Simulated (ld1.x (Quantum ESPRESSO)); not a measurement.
# Varying the TM potential for lanthanum (La)

Base potential:

* Element: La (Z = 57)
* Generator: ld1.x (Quantum ESPRESSO) 7.5
* Type: norm-conserving Troullier–Martins (Kleinman–Bylander form)
* Functional: PBE
* Relativity: scalar-relativistic
* Frozen core: [Xe]
* Valence charge: 3
* Reference configuration: 4f0 5d2 6s1 6p0
* Partial waves: 6s (bound): rc 4.20 bohr; 6p (bound, empty): rc 4.20 bohr; 5d (bound): rc 3.40 bohr; 4f (bound, empty): rc 1.35 bohr
* Local potential: the f channel
* Core correction: none

All-electron outer shells of the reference configuration (PBE, scalar-relativistic, ld1.x):

```
shell  level (eV)  outermost node (bohr)  outermost maximum (bohr)
   5s      -37.33                   0.77                      1.41
   5p      -20.93                   0.83                      1.60
   6s       -3.13                   1.87                      3.93
   4f       -2.74                      –                      0.75
   5d       -2.14                   0.95                      2.27
   6p       -1.05                   2.24                      5.31
```

Cutoffs, loose and tight: the cutoffs (Ry, on a coarse ladder) from which the occupation-weighted sum of valence levels, in a spherical-Bessel basis at the reference potential, stays within 10 and 1 mRy of its value at 400 Ry. They do not see the model core or the augmentation charge, which bear on the density cutoff. Test errors are all-electron minus pseudo excitation energies from the reference, over the configurations 4f0 5d1 6s2 6p0; 4f0 5d1 6s1 6p0; 4f0 5d1 6s0 6p0; 4f0 5d1.5 6s1.5 6p0; 4f0 5d0 6s2 6p0; 4f0 5d1 6s0 6p1; 4f0 5d2 6s0 6p0. A dash means not determined; rows that change the core or the reference have their own tests.

For the base: The cutoffs count occupied waves only; the empty 4f level needs 160 Ry at the loose tolerance.

A true bound ghost makes a file unfit for plane-wave use even where its test errors are small: the radial tests pick states by their node count and pass the ghost by.

```tsv
change	outcome	cutoff, loose	cutoff, tight	bound ghosts	largest test error (meV)
base	generated	10 Ry	12 Ry	s, p, d	+366
wave 5d (bound): rc 3.40 bohr becomes 5d (bound): rc 2.30 bohr	generated	10 Ry	15 Ry	s, p, d	+363
wave 5d (bound): rc 3.40 bohr becomes 5d (bound): rc 2.54 bohr	generated	10 Ry	15 Ry	s, p, d	+362
wave 5d (bound): rc 3.40 bohr becomes 5d (bound): rc 3.00 bohr	generated	10 Ry	15 Ry	s, p, d	+359
wave 5d (bound): rc 3.40 bohr becomes 5d (bound): rc 3.28 bohr	generated	10 Ry	15 Ry	s, p, d	+361
wave 5d (bound): rc 3.40 bohr becomes 5d (bound): rc 3.64 bohr	generated	10 Ry	12 Ry	s, p, d	+374
wave 5d (bound): rc 3.40 bohr becomes 5d (bound): rc 4.00 bohr	generated	10 Ry	12 Ry	s, p, d	+402
wave 5d (bound): rc 3.40 bohr becomes 5d (bound): rc 4.38 bohr	generated	8 Ry	10 Ry	s, p, d	+449
wave 5d (bound): rc 3.40 bohr becomes 5d (bound): rc 4.78 bohr	generated	8 Ry	10 Ry	s, p, d	+500
wave 5d (bound): rc 3.40 bohr becomes 5d (bound): rc 5.16 bohr	generated	8 Ry	8 Ry	s, p, d	+566
```

Reading the sweep of the d radius (base included, trends over the rows without a ghost): Bound ghosts are found at 2.3, 2.54, 3, 3.28, 3.4, 3.64, 4, 4.38, 4.78, 5.16 bohr. Every judged row has one, so this setting neither creates nor removes them.
